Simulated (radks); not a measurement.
Fractional charge and spin in the 4s shell of arsenic: the spin-up occupation runs from 0 to 1 and the spin-down occupation from 0 to 1; the fullest corner is As, [Ar] 3d10 4p(up 1.5, down 1.5) 4s(up 1, down 1). Method: scalar-relativistic Kohn-Sham, PBE, spin-polarised, spherical densities, finite nucleus; Fermi nuclear charge, rms radius of each element as measured or else 0.836 A^(1/3) + 0.57 fm; computed with a radial shooting solver on a logarithmic mesh with Libxc functionals. Energy (eV) above the fullest corner. The planes named below are the two flat planes that join the four corners, with an edge along up + down = one added electron.

\begin{tabular}{lrrrrr}
down \ up & 0 & 0.25 & 0.5 & 0.75 & 1 \\ \hline
0 & 48.900 & 40.437 & 32.638 & 25.490 & 18.982 \\
0.25 & 40.437 & 32.711 & 25.632 & 19.188 & 13.365 \\
0.5 & 32.638 & 25.632 & 19.256 & 13.498 & 8.341 \\
0.75 & 25.490 & 19.188 & 13.498 & 8.405 & 3.893 \\
1 & 18.982 & 13.365 & 8.341 & 3.893 & 0.000 \\
\end{tabular}

Corners above the fullest one (they belong to As+ and the next ion): (up 1, down 0) 18.982 eV, (up 0, down 1) 18.982 eV, (up 0, down 0) 48.900 eV. With half an added electron in each spin the energy lies 0.274 eV from the planes, and with half an added electron in spin up alone -1.303 eV. The planes are only a guide here: the flat-plane condition holds for ground states with one frontier orbital, while this shell lies below other occupied shells, so the corners above the fullest one are inner-hole states and not the ground states of those ions.
